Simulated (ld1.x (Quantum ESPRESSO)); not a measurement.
Wu–Cohen RRKJ dataset for Sc (Z = 21), scalar-relativistic all-electron reference.

Sc, norm-conserving RRKJ (Kleinman–Bylander form), made with ld1.x (Quantum ESPRESSO) 7.5 (Wu–Cohen, scalar-relativistic). Core [Ne], reference 3s2 3p6 3d1 4s2 4p0. Waves: 3s (bound): rc 1.15 bohr; 3p (bound): rc 1.35 bohr; 3d (bound): rc 1.80 bohr. Local part: the d channel. Core correction: none. rho0 = 0.02.

Occupied shells without a wave of their own: 4s. They enter only through the test configuration that unscreens the potential.

All-electron outer shells of the reference configuration (Wu–Cohen, scalar-relativistic, ld1.x):

| shell | level (eV) | outermost node (bohr) | outermost maximum (bohr) |
| --- | --- | --- | --- |
| 2s | -473.97 | 0.10 | 0.28 |
| 2p | -388.28 | – | 0.23 |
| 3s | -54.90 | 0.42 | 0.92 |
| 3p | -33.57 | 0.39 | 0.97 |
| 4s | -4.19 | 1.33 | 3.10 |
| 3d | -3.25 | – | 1.10 |
| 4p | -1.44 | 1.49 | 4.03 |

Results:

| Quantity | Value |
| --- | --- |
| Cutoffs needed | 100 Ry and 140 Ry (the cutoffs (Ry, on a coarse ladder) from which the occupation-weighted sum of valence levels, in a spherical-Bessel basis at the reference potential, stays within 10 and 1 mRy of its value at 400 Ry) |
| Ghost test | no extra level below or beside the all-electron valence levels (s, p, d, f tested) (spherical-Bessel basis up to 400 Ry, 20 bohr box) |
| Largest excitation error | +369 meV (all-electron minus pseudo) for 3s2 3p6 3d0 4s0 4p0, out of 7 test configurations |

Generation and tests took about 1.2 s on one core of a shared server CPU.
